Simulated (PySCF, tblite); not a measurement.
Compound: C6H12F2.
Atom-mapped SMILES: `[CH3:1][CH2:2][C@@H:3]([CH3:4])[CH2:5][CH:6]([F:7])[F:8]` (hydrogens: H9, H10, H11 on C1; H12, H13 on C2; H14 on C3; H15, H16, H17 on C4; H18, H19 on C5; H20 on C6)

Computed with GFN2-xTB (tblite), gas phase: Langevin dynamics at 600 K from the optimised GFN2-xTB geometry, time step 0.5 fs, friction 0.01 fs⁻¹, 2000 steps. Over the second half of the run the saved frames average 612 K.

Frame at 250 fs, instantaneous temperature 482 K:
```
atom  x, y, z in Å
C1      2.235    0.125    0.782
C2      0.882    0.450    1.534
C3     -0.302    0.155    0.647
C4     -0.285   -1.361    0.459
C5     -1.625    0.566    1.343
C6     -2.866    0.488    0.447
F7     -2.796    1.193   -0.736
F8     -4.044    0.671    1.176
H9      2.946    0.356    1.564
H10     2.439   -0.966    0.580
H11     2.424    0.684   -0.057
H12     0.767   -0.074    2.452
H13     0.816    1.479    1.698
H14    -0.417    0.628   -0.364
H15    -0.247   -1.879    1.488
H16    -1.201   -1.623   -0.047
H17     0.641   -1.673    0.009
H18    -1.567    1.585    1.723
H19    -1.939   -0.147    2.143
H20    -3.057   -0.555    0.014
```

Frame at 425 fs, instantaneous temperature 677 K:
```
atom  x, y, z in Å
C1      2.219   -0.812    1.664
C2      0.901   -0.149    1.859
C3     -0.290   -0.243    0.866
C4     -0.848   -1.680    0.740
C5     -1.303    0.757    1.366
C6     -2.730    0.554    0.878
F7     -2.673    0.503   -0.588
F8     -3.495    1.693    1.076
H9      2.975   -0.170    2.252
H10     2.039   -1.851    1.855
H11     2.665   -0.784    0.762
H12     0.400   -0.578    2.744
H13     1.110    0.836    2.134
H14     0.062    0.066   -0.126
H15    -1.452   -2.171    1.516
H16    -1.546   -1.849   -0.113
H17    -0.084   -2.436    0.469
H18    -0.982    1.766    1.095
H19    -1.293    0.802    2.416
H20    -3.251   -0.327    1.201
```

Frame at 625 fs, instantaneous temperature 537 K:
```
atom  x, y, z in Å
C1      1.945   -1.623    1.183
C2      0.931   -0.584    1.936
C3     -0.430   -0.696    1.523
C4     -0.999   -1.886    2.252
C5     -1.234    0.640    1.879
C6     -2.457    0.843    0.905
F7     -2.174    0.490   -0.440
F8     -2.877    2.127    0.887
H9      2.929   -1.569    1.640
H10     1.381   -2.512    1.375
H11     1.986   -1.497    0.070
H12     0.920   -0.886    3.012
H13     1.357    0.377    1.817
H14    -0.553   -0.769    0.480
H15    -1.042   -1.713    3.353
H16    -2.075   -1.966    1.922
H17    -0.340   -2.730    1.857
H18    -0.445    1.347    1.600
H19    -1.570    0.697    2.901
H20    -3.360    0.178    1.167
```

Frame at 800 fs, instantaneous temperature 587 K:
```
atom  x, y, z in Å
C1      1.370   -2.418    1.741
C2      0.931   -1.007    1.940
C3     -0.538   -0.643    2.026
C4     -1.247   -1.059    3.376
C5     -0.825    0.904    1.725
C6     -2.009    1.121    0.909
F7     -1.881    0.575   -0.290
F8     -2.153    2.495    0.784
H9      2.412   -2.371    2.062
H10     0.822   -3.044    2.471
H11     1.069   -2.777    0.659
H12     1.471   -0.540    2.865
H13     1.318   -0.235    1.281
H14    -1.226   -1.085    1.176
H15    -0.862   -0.630    4.298
H16    -2.306   -0.791    3.214
H17    -1.038   -2.179    3.650
H18    -0.141    1.379    0.996
H19    -0.809    1.495    2.610
H20    -2.959    0.790    1.339
```

Frame at 1000 fs, instantaneous temperature 769 K:
```
atom  x, y, z in Å
C1      0.545   -3.455    2.566
C2      0.777   -1.989    2.110
C3     -0.461   -1.174    2.474
C4     -0.775   -1.089    3.975
C5     -0.336    0.265    1.888
C6     -1.588    0.832    1.277
F7     -1.973    0.208    0.057
F8     -1.311    2.145    1.053
H9      1.380   -4.120    2.430
H10     0.187   -3.356    3.515
H11    -0.323   -3.773    1.917
H12     1.676   -1.558    2.729
H13     1.096   -1.914    1.007
H14    -1.295   -1.480    1.855
H15     0.052   -0.950    4.664
H16    -1.560   -0.307    4.163
H17    -1.265   -2.105    4.331
H18     0.269    0.315    1.023
H19     0.027    0.942    2.594
H20    -2.417    0.687    1.785
```

Problem. What do single points at PBE0/pcSseg-1 (PySCF, gas phase) give on these frames?

Solution. 
| t (fs) | GFN2-xTB E above start (eV) | DFT E above lowest frame (eV) | HOMO (eV) | LUMO (eV) | dipole (D) |
| --- | --- | --- | --- | --- | --- |
| 250 | 1.08 | 0.00 | -8.71 | 1.31 | 2.47 |
| 425 | 1.42 | 0.17 | -8.64 | 1.05 | 2.66 |
| 625 | 1.35 | 0.23 | -8.48 | 1.10 | 2.19 |
| 800 | 1.59 | 0.23 | -8.61 | 1.16 | 2.21 |
| 1000 | 1.39 | 0.19 | -8.88 | 1.23 | 2.41 |

The two levels order the frames alike by energy but for pairs within 0.08 eV at one level; measured from each level's lowest frame they differ by 0.28 eV at most. The HOMO–LUMO gap runs from 9.58 to 10.11 eV. These are instantaneous structures, not minima.

Problem. And the isotropic GIAO shieldings (ppm) from the same runs?

Solution. 
```
atom  250 fs  425 fs  625 fs  800 fs  1000 fs   mean  range
  C1   175.9   178.5   167.8   168.5    170.2  172.2   10.7
  C2   154.1   154.7   145.9   149.0    140.4  148.8   14.3
  C3   153.0   155.7   156.3   141.3    157.1  152.7   15.8
  C4   158.3   174.5   154.2   160.7    161.7  161.9   20.3
  C5   136.2   146.0   129.8   138.0    141.9  138.4   16.2
  C6    54.4    48.6    54.2    67.9     59.5   56.9   19.3
  F7   302.5   265.4   289.4   314.7    300.7  294.5   49.3
  F8   289.6   288.5   298.5   292.7    302.5  294.4   14.0
  H9    30.7    28.7    30.3    29.5     30.6   30.0    2.0
 H10    29.6    30.3    30.1    29.7     31.8   30.3    2.2
 H11    32.4    32.8    30.1    28.2     29.9   30.7    4.6
 H12    31.4    30.6    30.0    28.8     28.7   29.9    2.7
 H13    31.1    31.3    30.6    29.8     28.7   30.3    2.6
 H14    29.4    29.6    31.0    28.3     30.4   29.7    2.7
 H15    30.2    31.0    30.2    30.8     30.6   30.6    0.8
 H16    30.1    29.8    29.2    29.8     29.7   29.7    0.9
```

The cost below is that of the whole dynamics run. On one thread of an Arm Neoverse V2, no GPU, shared host with 96 logical CPUs at a one-minute load of 48, this took 10 s and 0.18 GiB of memory at its peak.
